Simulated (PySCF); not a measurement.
wavenumber (cm⁻¹), absorption (km/mol per cm⁻¹) and a bar:
```
        0      0.005 
       10      0.005 
       19      0.006 
       29      0.006 
       38      0.007 
       48      0.007 
       57      0.008 
       67      0.010 
       76      0.011 
       86      0.013 
       96      0.016 
      105      0.020 
      115      0.026 
      124      0.036 
      134      0.056 
      143      0.100 
      153      0.229 #
      162      0.781 ##
      172      0.961 ###
      182      0.273 #
      191      0.114 
      201      0.063 
      210      0.042 
      220      0.032 
      229      0.026 
      239      0.023 
      248      0.021 
      258      0.020 
      268      0.020 
      277      0.021 
      287      0.021 
      296      0.023 
      306      0.025 
      315      0.027 
      325      0.030 
      334      0.034 
      344      0.038 
      354      0.045 
      363      0.053 
      373      0.063 
      382      0.077 
      392      0.098 
      401      0.127 
      411      0.172 
      421      0.246 #
      430      0.382 #
      440      0.667 ##
      449      1.423 ####
      459      4.305 ###########
      468     11.345 ##############################
      478      3.698 ##########
      487      1.284 ###
      497      0.620 ##
      507      0.361 #
      516      0.235 #
      526      0.165 
      535      0.122 
      545      0.094 
      554      0.075 
      564      0.061
```

This is the computed harmonic infrared spectrum of singlet GeCl4, Lorentzian lines of 14 cm⁻¹ full width. These are results of PBE0 in PySCF with Ge def2-SVP, Cl def2-SVP; no relativity; density-fitted integrals, not measurements.

Problem. Which bands make it up, and how are they assigned?

Solution. In Td symmetry, counting bands above 1 % of the strongest: 168 cm⁻¹ (t2, bend, 28 km/mol); 468 cm⁻¹ (t2, stretch, 251 km/mol).
